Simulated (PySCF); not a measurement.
Positional isomers: propene cyano+boryl. All species are isolated molecules in the gas phase. One relaxed conformer stands for each flexible species; it need not be the lowest. Strings in code marks are SMILES.

The S1–T1 gap (TDA) from two functionals at the same geometries (CAM-B3LYP-D3(BJ)/def2-TZVP), both in PySCF: PBE-D3(BJ)/def2-TZVP and CAM-B3LYP-D3(BJ)/def2-TZVP. Excitations are Tamm–Dancoff values on a coarser integration grid. The basis has no diffuse functions, so Rydberg states are missing or too high.

| species | CAM-B3LYP-D3(BJ)/def2-TZVP (eV) |
|---|---|
| `C(/C(B)=C\C)#N` | 2.19 |
| `C(/C=C/B)C#N` | 1.84 |
| `C(=C/CC#N)/B` | 1.75 |
| `BC/C=C/C#N` | 1.56 |

Task: What does PBE-D3(BJ)/def2-TZVP give for each?

Result: 
- `C(/C(B)=C\C)#N`: 1.26
- `C(/C=C/B)C#N`: 1.08
- `C(=C/CC#N)/B`: 0.99
- `BC/C=C/C#N`: 0.18
Over these rows, drawn at random from the members with no instability flagged (it was tested for open shells, ions and some series alone), PBE minus CAM-B3LYP-D3(BJ): mean -0.96 eV, from -1.39 eV to -0.76 eV.
